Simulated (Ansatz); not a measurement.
CH$_{3}$BrClFSi (`FC([SiH3])(Cl)Br`), charge 0, multiplicity 1.

Q: Give a relaxed structure at PBE0-D4/def2-TZVP (Ansatz 0.2.0). (Estimate.)

A: The calculation gave: 
Cartesian coordinates in Å:
```
F -0.2617 -1.6174 -1.0173
C 0.3798 -0.8117 -0.1424
Si -0.4853 0.8878 0.0384
Cl 2.0421 -0.5936 -0.7055
Br 0.3767 -1.7026 1.5974
H 0.2923 1.6687 1.0240
H -0.4747 1.5314 -1.2970
H -1.8692 0.6374 0.5024
```
